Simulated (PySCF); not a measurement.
## Stretching CsH

Set-up: Cs def2-TZVPP with ECP46, H def2-TZVPP; scalar-relativistic core potentials (PySCF 2.14). Energies in eV from Cs + H in their ground configurations at the same level. State: ¹Σ⁺ (singlet), closed shell.

All columns are M06-L. A positive dipole means Cs(−)H(+).

```
R (Å)  E (eV)   μ (D)  Mulliken charge on Cs (basis-dependent)  HOMO (eV)  LUMO (eV)  Mayer bond order  ⟨S²⟩
2.143  -1.876   -6.58                                     0.61      -2.97      -0.62              0.61  0.00
2.243  -2.021   -7.22                                     0.61      -2.93      -0.64              0.61  0.00
2.342  -2.111   -7.79                                     0.61      -2.89      -0.68              0.61  0.00
2.417  -2.149   -8.19                                     0.61      -2.85      -0.70              0.62  0.00
2.492  -2.166   -8.56                                     0.60      -2.82      -0.72              0.63  0.00
2.567  -2.166   -8.91                                     0.59      -2.78      -0.75              0.64  0.00
2.666  -2.143   -9.37                                     0.58      -2.74      -0.79              0.65  0.00
2.791  -2.088   -9.91                                     0.57      -2.67      -0.83              0.67  0.00
2.941  -1.993  -10.53                                     0.56      -2.60      -0.89              0.68  0.00
3.140  -1.836  -11.34                                     0.55      -2.50      -0.96              0.70  0.00
```

A fit through these points gives, at Re = 2.528 Å, μ = -8.73 D and dμ/dR = -4.74 D/Å; the reduced mass is 1.0 u.

Question: How strong is the fundamental in the double-harmonic approximation, I = 42.26·(dμ/dR)²/μred km/mol?

Answer: I = 42.26·(-4.74)²/1.0 = 949 km/mol at M06-L.

Spin–orbit coupling is left out.
